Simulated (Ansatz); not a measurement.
Input for Ansatz (development build ahead of 0.2.0):

```yaml
crystal:
  periodic: [false, false, false]
  atoms:
    - { symbol: Mg, position_ang: [-0.98068, -0.95275, -0.91866] }
    - { symbol: O, position_ang: [-1.05182, -1.00104, 0.98581] }
    - { symbol: O, position_ang: [-1.05717, 0.99341, -1.03866] }
    - { symbol: Mg, position_ang: [-0.91807, 0.98287, 0.93118] }
    - { symbol: O, position_ang: [1.00066, -1.06369, -1.00613] }
    - { symbol: Mg, position_ang: [0.91221, -0.94117, 0.98018] }
    - { symbol: Mg, position_ang: [0.92631, 0.95689, -0.89232] }
    - { symbol: O, position_ang: [1.03656, 1.04515, 0.98018] }
basis:
  gaussian: { orbitals: cc-pVDZ }
hamiltonian:
  xc: hf
correlation:
  method: mp2
  frozen_orbitals: { Mg: 1, O: 1 }
```

The input is written out in the form of the current development build from the run's settings.

Results

| Property | Result |
| --- | --- |
| Converged | yes |
| Reference energy | -1098.20995 hartree |
| Correlation energy | -0.92547 hartree |
| Total energy | -1099.13542 hartree |
| Spin squared of the determinant | 0.000 |
